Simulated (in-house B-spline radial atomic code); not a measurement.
Orbital energies and mean radii along the 14-electron series, configuration 1s2 2s2 2p6 3s2 3p1/2(2). The effective charge is n√(-2ε), a non-relativistic measure. Computed with a B-spline radial code for spherical atoms: Dirac-Hartree-Fock, jj configuration that fills j = l - 1/2 first, finite nuclei.

| ion | Z | energy of 2p3/2 (Eh) | mean radius of 2p3/2 (bohr) | energy of 2s1/2 (Eh) | mean radius of 2s1/2 (bohr) | effective charge of 2p3/2 |
| --- | --- | --- | --- | --- | --- | --- |
| Nd46+ | 60 | -338.93 | 0.08906 | -372.56 | 0.098813 | 52.071 |
| Pm47+ | 61 | -352.21 | 0.087431 | -387.68 | 0.096838 | 53.082 |
| Sm48+ | 62 | -365.75 | 0.085859 | -403.16 | 0.094925 | 54.092 |
| Eu49+ | 63 | -379.55 | 0.084339 | -419.01 | 0.093072 | 55.103 |
| Gd50+ | 64 | -393.61 | 0.082869 | -435.22 | 0.091274 | 56.115 |
| Tb51+ | 65 | -407.93 | 0.081448 | -451.81 | 0.08953 | 57.127 |
| Dy52+ | 66 | -422.52 | 0.080072 | -468.77 | 0.087837 | 58.139 |
| Ho53+ | 67 | -437.37 | 0.078739 | -486.11 | 0.086192 | 59.152 |
| Er54+ | 68 | ? | ? | ? | ? | ? |
| Tm55+ | 69 | -467.86 | 0.076195 | -521.98 | 0.083038 | 61.179 |
| Yb56+ | 70 | -483.5 | 0.07498 | -540.51 | 0.081526 | 62.193 |
| Lu57+ | 71 | ? | ? | ? | ? | ? |
| Hf58+ | 72 | -515.58 | 0.072656 | -578.81 | 0.078618 | 64.224 |
| Ta59+ | 73 | -532.02 | 0.071544 | -598.59 | 0.07722 | 65.239 |
| W60+ | 74 | ? | ? | ? | ? | ? |
| Re61+ | 75 | -565.7 | 0.069413 | -639.46 | 0.074526 | 67.273 |
| Os62+ | 76 | -582.94 | 0.068391 | -660.55 | 0.073228 | 68.29 |
| Ir63+ | 77 | -600.45 | 0.067396 | -682.11 | 0.071961 | 69.308 |
| Pt64+ | 78 | -618.23 | 0.066428 | -704.12 | 0.070722 | 70.327 |
| Au65+ | 79 | -636.28 | 0.065485 | -726.61 | 0.069512 | 71.346 |

Task: Fill in the row of Er54+.

Result: energy of 2p3/2 (Eh): -452.48; mean radius of 2p3/2 (bohr): 0.077447; energy of 2s1/2 (Eh): -503.85; mean radius of 2s1/2 (bohr): 0.084593; effective charge of 2p3/2: 60.165.

Task: Fill in the row of Lu57+.

Result: energy of 2p3/2 (Eh): -499.41; mean radius of 2p3/2 (bohr): 0.073801; energy of 2s1/2 (Eh): -559.45; mean radius of 2s1/2 (bohr): 0.080053; effective charge of 2p3/2: 63.208.

Task: Fill in the row of W60+.

Result: energy of 2p3/2 (Eh): -548.73; mean radius of 2p3/2 (bohr): 0.070463; energy of 2s1/2 (Eh): -618.81; mean radius of 2s1/2 (bohr): 0.075856; effective charge of 2p3/2: 66.256.

Task: How does the screening of 2p3/2 change?

Result: Z less the effective charge goes from 7.93 at Z = 60 to 7.65 at Z = 79.
